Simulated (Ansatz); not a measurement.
Cartesian coordinates in Å:
```
O 0.300 -1.059 -0.610
Si -0.626 0.184 -0.069
O 0.276 1.530 -0.242
Cl -1.123 -0.109 1.919
H 0.003 -1.952 -0.425
H 1.170 1.406 -0.573
```

Charge 0, multiplicity 2.

List the PBE/def2-TZVPP orbital energies in eV (Ansatz 0.2.0). (Best estimate.)

Ansatz gave: α occupied: -2738.96, -1781.44, -510.99, -510.79, -249.54, -190.24, -190.07, -190.06, -138.93, -95.71, -95.69, -95.66, -25.96, -25.35, -20.52, -14.54, -13.44, -11.07, -9.77, -9.20, -9.20, -8.48, -7.93, -7.81, -5.12. α empty: -0.34, -0.12, 0.64, 1.34, 1.75, 3.36, 3.83, 4.51. β occupied: -2738.94, -1781.37, -510.92, -510.74, -249.51, -190.18, -190.05, -190.04, -138.84, -95.63, -95.59, -95.52, -25.85, -25.24, -20.39, -14.38, -13.35, -10.87, -9.54, -9.12, -8.99, -8.37, -7.84, -7.73. β empty: -3.36, -0.04, 0.14, 1.20, 1.69, 1.96, 3.57, 4.52. ⟨S²⟩ = 0.752.
